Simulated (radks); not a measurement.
The numbers below are computed, except where a source is named.
The mean radii <r> (bohr) of the occupied orbitals of an atom or ion are listed with their occupations. Code: a radial shooting solver on a logarithmic mesh with Libxc functionals. Model: scalar-relativistic Kohn-Sham, BLYP, spin-unpolarised, spherical densities, finite nucleus; Fermi nuclear charge, rms radius of each element as measured or else 0.836 A^(1/3) + 0.57 fm.

| orbital | occ. | <r> |
|---|---|---|
| 1s | 2 | 0.01966 |
| 2s | 2 | 0.08334 |
| 2p | 6 | 0.07414 |
| 3s | 2 | 0.2168 |
| 3p | 6 | 0.2162 |
| 3d | 10 | 0.1961 |
| 4s | 2 | 0.4879 |
| 4p | 6 | 0.5183 |
| 4d | 10 | 0.5601 |
| 5s | 2 | 1.208 |
| 5p | 6 | 1.450 |
| 4f | 14 | 0.7875 |
| 6s | 1 | 3.525 |

Name the element and its charge.

Answer. Z = 70, ytterbium, charge +1: Yb+ in [Xe] 4f14 6s1. The 1s radius gives Z: for a bare nucleus <r> = (2 gamma + 1)/(2Z) with gamma = sqrt(1 - (Z/c)^2), 0.01942 bohr for Z = 70, and screening makes it slightly larger (0.01966 here). The occupations add up to 69, and the charge is Z minus that.
